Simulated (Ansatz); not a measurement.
`[F][Cd][SH]` + HCl → `[F][Cd][Cl]` + H₂S  (ligand exchange at a Cd–S bond)

Program: Ansatz. Geometries: PBE0-D4/def2-TZVP. ΔE: electronic, gas phase. CCSD(T)/CBS adds triple-zeta CCSD(T) − MP2 to the extrapolated MP2 energy (def2 sets, frozen cores). This one scheme is used for every species. Functionals use def2-TZVPP. HSE06 is defined as in plane-wave codes. Elements past krypton have def2 core potentials. For Cd outer-core shells are correlated without core-valence functions, which leaves a few kJ/mol of doubt a bond. Each species was taken in one conformer, which may not be the lowest.

```json
{"level": "r2SCAN-D4", "ΔE (kcal/mol)": "-5.0", "difference from CCSD(T)/CBS": "0.3"}
{"level": "HSE06-D4", "ΔE (kcal/mol)": "-4.8", "difference from CCSD(T)/CBS": "0.5"}
{"level": "BHLYP-D4", "ΔE (kcal/mol)": "-6.6", "difference from CCSD(T)/CBS": "-1.3"}
{"level": "B2PLYP", "ΔE (kcal/mol)": "-5.4", "difference from CCSD(T)/CBS": "-0.1"}
{"level": "BLYP", "ΔE (kcal/mol)": "-5.0", "difference from CCSD(T)/CBS": "0.3"}
{"level": "r2SCAN", "ΔE (kcal/mol)": "-5.1", "difference from CCSD(T)/CBS": "0.2"}
{"level": "HSE06", "ΔE (kcal/mol)": "-5.0", "difference from CCSD(T)/CBS": "0.3"}
{"level": "HF/def2-TZVPP", "ΔE (kcal/mol)": "-9.9", "difference from CCSD(T)/CBS": "-4.6"}
{"level": "MP2/def2-TZVPP", "ΔE (kcal/mol)": "-4.0", "difference from CCSD(T)/CBS": "1.3"}
{"level": "CCSD/def2-TZVPP", "ΔE (kcal/mol)": "-5.8", "difference from CCSD(T)/CBS": "-0.5"}
{"level": "CCSD(T)/CBS", "ΔE (kcal/mol)": "-5.3", "difference from CCSD(T)/CBS": "0"}
```

Largest T1 diagnostic among the species: 0.016.

At CCSD(T), def2-SVP lies −0.9 kcal/mol from the extrapolated value and def2-TZVPP +0.3 kcal/mol. From BLYP to BHLYP (50 % exact exchange), in def2-TZVPP and without D4, ΔE moves by −2.0 kcal/mol.
